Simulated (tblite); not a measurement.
Compound: C4H9B2F3O.
SMILES with atom numbers: `[BH3-:1][O+:2]([CH2:3][F:4])[CH2:5]/[CH:6]=[CH:7]/[B:8]([F:9])[F:10]` (hydrogens: H11, H12, H13 on B1; H14, H15 on C3; H16, H17 on C5; H18 on C6; H19 on C7)
Bond orders are those of one Lewis drawing.

Computed with GFN2-xTB (tblite), gas phase: L-BFGS steps from a force-field or distance-geometry start until the largest atomic force falls under 0.01 eV/Å.

Step 82: E = -923.6889 eV
```
atom  x, y, z in Å  |  force x, y, z in eV/Å
B1     -2.1959    0.8400    1.2820   -0.049   0.028   0.028
O2     -0.8488    0.0775    0.5964   -0.035   0.030  -0.022
C3     -1.1687   -1.2436    0.3150    0.010   0.065  -0.030
F4     -0.0371   -2.0046    0.2344   -0.045   0.023  -0.015
C5     -0.4036    0.8326   -0.5374    0.035  -0.039  -0.032
C6      0.9663    0.4576   -1.0136   -0.031  -0.048  -0.079
C7      1.9599    0.0266   -0.2354    0.011   0.033   0.027
B8      3.3004   -0.4913   -0.8088    0.017  -0.082  -0.021
F9      4.2231   -1.0829   -0.0789   -0.011   0.080  -0.009
F10     3.5800   -0.4365   -2.0987    0.028   0.023   0.010
H11    -3.0287    0.8024    0.4290    0.049   0.027   0.076
H12    -2.4502    0.1904    2.2369    0.018  -0.017  -0.033
H13    -1.7943    1.9223    1.5410   -0.033  -0.026  -0.043
H14    -1.7731   -1.6319    1.1397    0.055  -0.020   0.015
H15    -1.6914   -1.3510   -0.6480   -0.022  -0.028   0.005
H16    -0.4247    1.8768   -0.2061    0.030  -0.041  -0.034
H17    -1.1237    0.7198   -1.3592   -0.043   0.037   0.059
H18     1.1076    0.5371   -2.0849    0.038   0.003   0.060
H19     1.7927   -0.0321    0.8310   -0.023  -0.047   0.038
```

Step 83: E = -923.6915 eV
```
atom  x, y, z in Å  |  force x, y, z in eV/Å
B1     -2.1985    0.8407    1.2817   -0.033   0.007   0.017
O2     -0.8547    0.0797    0.5940    0.007   0.013  -0.017
C3     -1.1730   -1.2413    0.3144    0.013   0.038  -0.022
F4     -0.0397   -1.9996    0.2258   -0.060   0.029  -0.048
C5     -0.4020    0.8310   -0.5385    0.024  -0.028  -0.040
C6      0.9679    0.4521   -1.0115   -0.044  -0.050  -0.082
C7      1.9611    0.0226   -0.2321    0.012   0.040   0.013
B8      3.3034   -0.4881   -0.8099    0.008  -0.090  -0.014
F9      4.2225   -1.0858   -0.0805    0.005   0.078  -0.020
F10     3.5886   -0.4214   -2.0989    0.011   0.024   0.059
H11    -3.0363    0.7970    0.4348    0.041   0.034   0.063
H12    -2.4435    0.1898    2.2382    0.012   0.004  -0.023
H13    -1.7940    1.9237    1.5310   -0.048  -0.016  -0.023
H14    -1.7650   -1.6330    1.1451    0.019  -0.019   0.046
H15    -1.7098   -1.3510   -0.6411    0.016  -0.027   0.001
H16    -0.4177    1.8751   -0.2090    0.029  -0.016  -0.013
H17    -1.1208    0.7250   -1.3612   -0.054   0.017   0.038
H18     1.1099    0.5290   -2.0828    0.042   0.008   0.055
H19     1.7917   -0.0365    0.8347   -0.002  -0.048   0.010
```

Step 84: E = -923.6938 eV
```
atom  x, y, z in Å  |  force x, y, z in eV/Å
B1     -2.2028    0.8417    1.2820    0.003  -0.012   0.005
O2     -0.8622    0.0828    0.5897    0.049  -0.016  -0.002
C3     -1.1778   -1.2381    0.3134   -0.006  -0.022   0.018
F4     -0.0422   -1.9921    0.2171   -0.058   0.020  -0.078
C5     -0.3999    0.8286   -0.5415   -0.005  -0.002  -0.029
C6      0.9690    0.4440   -1.0112   -0.037  -0.033  -0.052
C7      1.9623    0.0189   -0.2294    0.000   0.020  -0.001
B8      3.3058   -0.4869   -0.8100   -0.002  -0.063   0.005
F9      4.2241   -1.0863   -0.0818    0.023   0.061  -0.018
F10     3.5960   -0.4058   -2.0971    0.003   0.016   0.065
H11    -3.0448    0.7932    0.4421    0.015   0.037   0.038
H12    -2.4368    0.1903    2.2403    0.002   0.011  -0.006
H13    -1.7951    1.9239    1.5228   -0.053   0.019  -0.005
H14    -1.7562   -1.6343    1.1522    0.004   0.005   0.031
H15    -1.7273   -1.3536   -0.6349    0.043  -0.017   0.006
H16    -0.4071    1.8720   -0.2113    0.023   0.013  -0.005
H17    -1.1188    0.7312   -1.3643   -0.060   0.002   0.013
H18     1.1128    0.5229   -2.0815    0.048   0.001   0.036
H19     1.7909   -0.0432    0.8378    0.009  -0.040  -0.022
```

Step 85: E = -923.6950 eV
```
atom  x, y, z in Å  |  force x, y, z in eV/Å
B1     -2.2056    0.8422    1.2826    0.027  -0.012   0.005
O2     -0.8665    0.0842    0.5866    0.062  -0.035   0.011
C3     -1.1817   -1.2367    0.3130   -0.003  -0.049   0.022
F4     -0.0444   -1.9879    0.2105   -0.054   0.010  -0.082
C5     -0.3988    0.8266   -0.5444   -0.022   0.012  -0.014
C6      0.9693    0.4380   -1.0124   -0.020  -0.015  -0.016
C7      1.9634    0.0178   -0.2282   -0.016  -0.011  -0.012
B8      3.3072   -0.4875   -0.8093   -0.008  -0.021   0.011
F9      4.2267   -1.0858   -0.0827    0.032   0.043  -0.005
F10     3.6002   -0.3954   -2.0946    0.004   0.005   0.047
H11    -3.0502    0.7918    0.4477   -0.007   0.033   0.015
H12    -2.4331    0.1924    2.2430   -0.003   0.003   0.003
H13    -1.7974    1.9240    1.5190   -0.048   0.043   0.001
H14    -1.7519   -1.6350    1.1570   -0.001   0.018   0.018
H15    -1.7365   -1.3560   -0.6319    0.045  -0.007   0.015
H16    -0.3988    1.8691   -0.2120    0.012   0.025  -0.010
H17    -1.1185    0.7346   -1.3670   -0.056  -0.001   0.006
H18     1.1152    0.5199   -2.0816    0.050  -0.009   0.018
H19     1.7914   -0.0472    0.8391    0.005  -0.031  -0.034
```

Q: Estimate the geometry and energy of step 86. (The exact step hangs on the optimiser's Hessian estimate; all steps are aligned on step 85, rigid shifts and turns removed.)

A: E = -923.6961 eV, largest force 0.087 eV/Å
```
atom  x, y, z in Å  |  force x, y, z in eV/Å
B1     -2.2076    0.8425    1.2835    0.042  -0.002   0.003
O2     -0.8687    0.0845    0.5843    0.053  -0.036   0.020
C3     -1.1852   -1.2364    0.3129   -0.005  -0.055   0.025
F4     -0.0475   -1.9853    0.2025   -0.042  -0.010  -0.075
C5     -0.3981    0.8247   -0.5470   -0.029   0.020   0.003
C6      0.9694    0.4327   -1.0137    0.001   0.002   0.014
C7      1.9643    0.0170   -0.2276   -0.029  -0.039  -0.017
B8      3.3086   -0.4880   -0.8082   -0.008   0.014   0.022
F9      4.2297   -1.0859   -0.0839    0.031   0.031   0.006
F10     3.6042   -0.3854   -2.0914    0.009  -0.003   0.014
H11    -3.0550    0.7907    0.4529   -0.017   0.024  -0.001
H12    -2.4302    0.1952    2.2461   -0.004  -0.004   0.008
H13    -1.8007    1.9254    1.5157   -0.039   0.050   0.003
H14    -1.7491   -1.6353    1.1619    0.007   0.027  -0.008
H15    -1.7442   -1.3580   -0.6295    0.036   0.002   0.026
H16    -0.3915    1.8668   -0.2126    0.000   0.024  -0.016
H17    -1.1188    0.7368   -1.3693   -0.049  -0.003   0.007
H18     1.1183    0.5170   -2.0817    0.045  -0.017  -0.002
H19     1.7922   -0.0499    0.8395   -0.002  -0.024  -0.034
```

The energy changes by -0.0010 eV. The first-order estimate −F·Δx gives -0.0014 eV and the mean of the old and new forces, exact on a quadratic surface, -0.0010 eV. The step makes an angle of 74° with the force vector and moves no atom by more than 0.011 Å.

What follows is the cost of the whole relaxation. The run took 1.7 s wall on one thread of an Intel Xeon, shared host with 64 logical CPUs at a one-minute load of 65.
